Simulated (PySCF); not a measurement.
Polarisability and C₆ of Te⁻ (tellurium, charge -1)

[Kr] 4d10 5s2 5p5, 2P determinant. Computed with PySCF 2.14 in aug-cc-pVTZ-PP with ECP28MDF (6s5p4d2f, 55 functions), with a scalar-relativistic core potential. Coupled (time-dependent) response in atomic units; α is the mean over directions.

```json
{"method": "UHF", "mean α (bohr³)": "77.09", "α xx, yy, zz": "63.12, 84.08, 84.08", "C₆ (like pair)": "1152", "S(−4)": "1641"}
{"method": "PBE0", "mean α (bohr³)": "85.84", "α xx, yy, zz": "69.33, 94.10, 94.10", "C₆ (like pair)": "1316", "S(−4)": "2214"}
{"method": "r2SCAN0", "mean α (bohr³)": "84.56", "α xx, yy, zz": "67.93, 92.88, 92.88", "C₆ (like pair)": "1322", "S(−4)": "2007"}
{"method": "B97-3", "mean α (bohr³)": "88.53", "α xx, yy, zz": "71.12, 97.24, 97.24", "C₆ (like pair)": "1351", "S(−4)": "2551"}
```

S(−4) is the Cauchy moment in α(ω) = α(0) + S(−4) ω² + …

Spin-orbit coupling is absent.

α(iu) at r2SCAN0:

```json
{"u (hartree)": "0", "α(iu) (bohr³)": "84.56"}
{"u (hartree)": "0.0500", "α(iu) (bohr³)": "79.98"}
{"u (hartree)": "0.100", "α(iu) (bohr³)": "69.76"}
{"u (hartree)": "0.200", "α(iu) (bohr³)": "49.18"}
{"u (hartree)": "0.300", "α(iu) (bohr³)": "34.74"}
{"u (hartree)": "0.500", "α(iu) (bohr³)": "19.16"}
{"u (hartree)": "0.750", "α(iu) (bohr³)": "10.83"}
{"u (hartree)": "1.00", "α(iu) (bohr³)": "6.985"}
{"u (hartree)": "1.50", "α(iu) (bohr³)": "3.666"}
{"u (hartree)": "2.00", "α(iu) (bohr³)": "2.297"}
{"u (hartree)": "3.00", "α(iu) (bohr³)": "1.169"}
{"u (hartree)": "5.00", "α(iu) (bohr³)": "0.4773"}
```

A single London oscillator, α(iu) = α/(1 + u²/ω²), gives C₆ = (3/4) ω α². Matching the computed C₆ needs ω = 4 × 1322 / (3 × 84.56²) = 0.247 hartree.

For an ion, C₆ is the dispersion term alone; charge-induced terms of lower order in 1/R come first.

The components differ because the open shell of this determinant is not spherical; for a pure term their mean is the scalar polarisability.

Energies and moments cover only the electrons outside the core potential.
